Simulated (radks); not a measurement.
Species: the mercury ion Hg2+. Configuration: [Xe] 4f14 5d10. All-electron calculation, scalar-relativistic Kohn-Sham, LDA (Slater exchange, VWN5 correlation), spin-polarised, spherical densities, finite nucleus; Fermi nuclear charge, rms radius 5.4648 fm. Program: a radial shooting solver on a logarithmic mesh with Libxc functionals. Some entries of the table are withheld. Estimate them.

orbital,occ.,eigenvalue (hartree),<r> (bohr)
1s,2,-3053.463,0.01660
2s,2,-541.8515,0.06998
2p,6,-467.7241,0.06330
3s,2,(1),0.1808
3p,6,-107.6857,0.1822
3d,10,-85.04889,0.1651
4s,2,(2),0.3996
4p,6,-21.88278,(3)
4d,10,-13.52336,0.4492
5s,2,-5.06356,(4)
4f,14,-4.24921,0.4826
5p,6,-3.16483,1.038
5d,10,-1.06872,1.443

Answer. 
(1) 3s eigenvalue (hartree): -129.1137
(2) 4s eigenvalue (hartree): -28.91393
(3) 4p <r> (bohr): 0.4258
(4) 5s <r> (bohr): 0.9009
